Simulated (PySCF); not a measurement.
pentafluorosilicate (F5Si), SMILES F[Si-](F)(F)(F)F, charge -1. Atoms are numbered in the order given.

```xyz
6

F      0.0000     0.0000     1.6950
Si     0.0000     0.0000     0.0000
F     -1.6604     0.0000     0.0000
F      0.8302     1.4380     0.0000
F      0.8302    -1.4380     0.0000
F      0.0000     0.0000    -1.6950
```
Charge -1, spin multiplicity 1.

Geometry: B3LYP-D3(BJ)/def2-SVPD.

Method: PBE0/pcSseg-1 (PySCF).

GIAO shieldings, no solvent; atoms listed in one row are averaged. δ = σ(ref) − σ: ¹⁹F against CFCl3 (σ = 167.2 ppm); ²⁹Si against TMS (σ = 352.7 ppm), references at their B3LYP-D3(BJ)/def2-TZVP geometries, non-relativistic.

Task: Estimate the chemical shifts. (Estimate from the structure and the level; the computed values follow.)

Result: 
```
nucleus       atoms  count  δ (ppm)
-------  ----------  -----  -------
¹⁹F          F1, F6      2   -152.4
¹⁹F      F3, F5, F4      3   -157.0
²⁹Si            Si2      1   -130.4
```
